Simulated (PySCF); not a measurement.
C5H7F.

```xyz
13

C      1.3767     1.2010     0.0000
C      0.1278     0.7091     0.0000
C     -1.0881     1.5861     0.0000
C     -0.0831    -0.7429     0.0000
C     -1.2535    -1.3881     0.0000
F      1.0473    -1.4597     0.0000
H      2.2450     0.5405     0.0000
H      1.5533     2.2792     0.0000
H     -1.7149     1.3993    -0.8866
H     -1.7149     1.3993     0.8866
H     -0.8026     2.6462     0.0000
H     -2.1936    -0.8398     0.0000
H     -1.2775    -2.4785     0.0000
```
Charge 0, spin multiplicity 1.

The structure is a stationary point at PBE0-D3(BJ)/def2-SVP. The values are those of a single conformer.

Level of theory: PySCF with HF/pcSseg-1. Non-relativistic, no solvent.

Computed absolute GIAO shielding of each atom: isotropic value and principal components (ppm):
```tsv
atom	σ(iso)	σ11	σ22	σ33	span
C1	65.0	-57.4	87.7	164.9	222.3
C2	50.2	-84.4	71.7	163.5	247.9
C3	172.4	160.1	168.4	188.9	28.8
C4	21.0	-106.0	76.8	92.2	198.2
C5	93.5	-9.5	119.4	170.6	180.2
F6	338.0	259.4	342.8	411.7	152.3
H7	25.7	23.2	23.3	30.7	7.6
H8	26.2	23.4	24.5	30.6	7.2
H9	29.9	25.9	28.1	35.6	9.7
H10	29.9	25.9	28.1	35.6	9.7
H11	29.7	25.2	28.6	35.5	10.3
H12	27.0	24.4	25.7	31.0	6.6
H13	26.6	24.1	24.6	31.1	6.9
```
